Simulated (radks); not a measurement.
Values are calculated unless marked as measured or tabulated.
Q: Code: a radial shooting solver on a logarithmic mesh with Libxc functionals. Model: Dirac Kohn-Sham, PBE, spin-unpolarised, spherical densities, finite nucleus; open shells fill j = l - 1/2 first; Fermi nuclear charge, rms radius of each element as measured or else 0.836 A^(1/3) + 0.57 fm. Each species is in its NIST ground configuration. Rank Tc2+, Zr2+, Mo2+, Cd2+, Nb2+, Ag2+, Ru2+, Rh2+, Pd2+ by Delta-SCF ionisation energy (eV), largest first.

A: Cd2+ 37.698, Ag2+ 35.902, Pd2+ 34.088, Rh2+ 32.251, Ru2+ 30.386, Tc2+ 28.485, Mo2+ 26.825, Nb2+ 24.800, Zr2+ 22.697.
